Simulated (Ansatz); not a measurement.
`CO[Si](N)(F)[SiH3]` + `CC(=O)O[SiH2]F` → `N[Si](F)(F)[SiH3]` + `CO[SiH2]OC(C)=O`  (redistribution)

Gas-phase electronic energies from Ansatz, PBE0-D4/def2-TZVP geometries. CCSD(T)/CBS adds triple-zeta CCSD(T) − MP2 to the extrapolated MP2 energy (def2 sets, frozen cores). DFT in def2-TZVPP. B3LYP here is the variant with VWN-RPA as its local correlation; programs differ in this. One conformer a species, not always the lowest.

```json
{"level": "PBE-D4", "ΔE (kcal/mol)": "0.0", "difference from CCSD(T)/CBS": "-0.1"}
{"level": "r2SCAN-D4", "ΔE (kcal/mol)": "0.0", "difference from CCSD(T)/CBS": "-0.1"}
{"level": "PBE0-D4", "ΔE (kcal/mol)": "0.0", "difference from CCSD(T)/CBS": "-0.1"}
{"level": "B3LYP-D4", "ΔE (kcal/mol)": "-0.2", "difference from CCSD(T)/CBS": "-0.3"}
{"level": "ωB97X-V", "ΔE (kcal/mol)": "-0.2", "difference from CCSD(T)/CBS": "-0.3"}
{"level": "ωB97M-V", "ΔE (kcal/mol)": "-0.1", "difference from CCSD(T)/CBS": "-0.2"}
{"level": "B2PLYP", "ΔE (kcal/mol)": "-0.3", "difference from CCSD(T)/CBS": "-0.4"}
{"level": "PBE", "ΔE (kcal/mol)": "-0.2", "difference from CCSD(T)/CBS": "-0.3"}
{"level": "r2SCAN", "ΔE (kcal/mol)": "-0.1", "difference from CCSD(T)/CBS": "-0.2"}
{"level": "PBE0", "ΔE (kcal/mol)": "-0.2", "difference from CCSD(T)/CBS": "-0.3"}
{"level": "B3LYP", "ΔE (kcal/mol)": "-0.6", "difference from CCSD(T)/CBS": "-0.7"}
{"level": "HF/def2-TZVPP", "ΔE (kcal/mol)": "-0.9", "difference from CCSD(T)/CBS": "-1.0"}
{"level": "MP2/def2-TZVPP", "ΔE (kcal/mol)": "0.2", "difference from CCSD(T)/CBS": "0.1"}
{"level": "SCS-MP2/def2-TZVPP", "ΔE (kcal/mol)": "0.0", "difference from CCSD(T)/CBS": "-0.1"}
{"level": "CCSD/def2-TZVPP", "ΔE (kcal/mol)": "-0.1", "difference from CCSD(T)/CBS": "-0.2"}
{"level": "CCSD(T)/def2-TZVPP", "ΔE (kcal/mol)": "0.1", "difference from CCSD(T)/CBS": "0.0"}
{"level": "HF/def2-QZVPP", "ΔE (kcal/mol)": "-1.0", "difference from CCSD(T)/CBS": "-1.1"}
{"level": "MP2/def2-QZVPP", "ΔE (kcal/mol)": "0.2", "difference from CCSD(T)/CBS": "0.1"}
{"level": "SCS-MP2/def2-QZVPP", "ΔE (kcal/mol)": "0.0", "difference from CCSD(T)/CBS": "-0.1"}
{"level": "HF/CBS(def2)", "ΔE (kcal/mol)": "-1.0", "difference from CCSD(T)/CBS": "-1.1"}
{"level": "MP2/CBS(def2)", "ΔE (kcal/mol)": "0.2", "difference from CCSD(T)/CBS": "0.1"}
{"level": "CCSD/CBS(def2)", "ΔE (kcal/mol)": "-0.1", "difference from CCSD(T)/CBS": "-0.2"}
{"level": "CCSD(T)/CBS", "ΔE (kcal/mol)": "0.1", "difference from CCSD(T)/CBS": "0"}
```

Largest T1 diagnostic among the species: 0.014.

In def2-TZVPP, CCSD(T) changes the Hartree–Fock value by +1.0 kcal/mol (the triples alone add +0.2 kcal/mol) and MP2 by +1.1 kcal/mol.
